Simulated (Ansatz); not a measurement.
Ansatz results at the PBE0-D4/def2-TZVP geometry: size of the dipole moment (ωB97M-V/def2-TZVPP) 1.68 D; LUMO energy (PBE/def2-TZVPP) -1.39 eV; HOMO energy (PBE0/def2-TZVPP) -6.89 eV.

(1) Which molecule gave them?
A. `N=C1N[SiH2]O1`
B. `BO[SiH2]C#C`
C. `F[CH]1[SiH2][GeH2]1`
D. `C[SiH]1[CH2][GeH2]1`

Results:

(1) C. The others give `BO[SiH2]C#C`: 1.30, -1.78, -8.46; `N=C1N[SiH2]O1`: 3.11, -1.56, -7.36; `C[SiH]1[CH2][GeH2]1`: 1.17, -0.74, -6.35.
